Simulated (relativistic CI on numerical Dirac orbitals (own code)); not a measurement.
**Hyperfine structure of Pt42+, mass number 195**

Method of calculation: Dirac-Coulomb-Breit CI, separate exchange-only KLI orbitals for each configuration, model QED (radiative potential, 1s self-energy scaled to tabulated hydrogen-like ionisation energies), unscaled Slater integrals (own radial code, finite nucleus).

CI space (outside the closed core [Ar] 3d10): 4s²4p⁶, 4s²4p⁵4d, 4s4p⁶4d, 4s²4p⁵4f, 4s4p⁶4f, 4p⁶4d4f, 4s²4p⁵5s, 4p⁶4d², 4p⁵4d³, 4p⁵4d²4f, 4p⁵4d²5s, 4p⁶4f², 4p⁵4d4f², 4p⁵4f³, 4p⁵4f²5s. Double excitations out of closed p, d and f shells are left out; levels of such configurations are missing from the list, as are those of other unlisted configurations, and high levels can miss mixing partners.

Nuclear spin I = 1/2, μ = 0.6073 μN (tables of Stone and Pyykkö). The electronic factors are computed for point nuclear moments, without core polarisation or the Bohr-Weisskopf and QED corrections.

| Level | E (eV) | A (GHz) |
| --- | --- | --- |
| 4s²4p⁵4d ³P°1 | 167.970 | 54.74 |
| 4s²4p⁵4d ³F°3 | 170.946 | 63.94 |
| 4s²4p⁵4d ³D°2 | 172.550 | 63.74 |
| 4s²4p⁵4d ³F°4 | 192.619 | 42.56 |
| 4s²4p⁵4d ³D°3 | 201.429 | 36.83 |
| 4s²4p⁵4d ³F°2 | 291.073 | 236.2 |
| 4s²4p⁵4d ¹P°1 | 314.877 | -148.1 |
| 4s²4p⁵4f ³D1 | 388.655 | -180.9 |

Levels with J = 0, under 50 % of one LS term, or S terms without an open s electron are left out. Small factors come from cancelling terms and can be off by tens of per cent or more.

At this charge energies of transitions that change n are usually good to better than 1 %, and those within a shell (Δn = 0) to a few per cent.

(1) Give the hyperfine levels of 4s²4p⁵4d ³F°2 relative to its centre of gravity.

## Answers

(1) With K = F(F + 1) − I(I + 1) − J(J + 1), E = AK/2: F = 3/2: -354.3, F = 5/2: 236.2 GHz.

LS names give the leading component of a level, which can be under half, so a name can repeat, a term be missing and a line seem to break the LS rules.
